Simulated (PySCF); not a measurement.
What settings do to a single point of [TlF2]+

The sound run of [TlF2]+ (singlet) uses PySCF 2.14.0, RKS BP86, Tl def2-SVP with ECP60, F def2-SVP; non-relativistic Hamiltonian with scalar-relativistic core potentials where named; density fitting; no spin-orbit coupling, grid (50, 194), threshold 1e-8 Eh and 55 cycles, at the relaxed geometry:

```xyz
3

Tl    0.0000    0.0000    0.3962
F     1.9507    0.0000    0.3962
F    -1.9507    0.0000    0.3962
```

There Tl1 has a Mulliken charge of 1.34 e and the dipole about the centre of mass is 0.00 D. Each run below changes one thing and starts from free metal ions and neutral atoms unless it says otherwise; with 55 cycles, smearing, a level shift and second-order steps follow where DIIS fails, and their cycles count. Energy shifts count from the sound run.

```csv
change,outcome,cycles,energy shift (eV),largest force component (eV/Å),charge on Tl1 (e),dipole about the centre of mass (D)
"grid (99, 590)",converged,8,-0.0028,0.04,1.34,0.00
```

(1) One further run converged with energy shift (eV) 0.80, largest force component (eV/Å) 2.72, charge on Tl1 (e) 1.25, dipole about the centre of mass (D) 0.00. Which change was it?
A. threshold 1e-06
B. start from the bare core Hamiltonian, limit 91 cycles
C. all coordinates × 1.12

(2) And the other changes listed?

Forces carry noise of the integration grid, about 0.01 to 0.03 eV/Å.

Answers

(1) C.

(2) 
| change | outcome | cycles | energy shift (eV) | largest force component (eV/Å) | charge on Tl1 (e) | dipole about the centre of mass (D) |
| --- | --- | --- | --- | --- | --- | --- |
| threshold 1e-06 | converged | 7 | 0.0000 | 0.00 | 1.34 | 0.00 |
| start from the bare core Hamiltonian, limit 91 cycles | converged | 11 | 0.0000 | 0.00 | 1.34 | 0.00 |
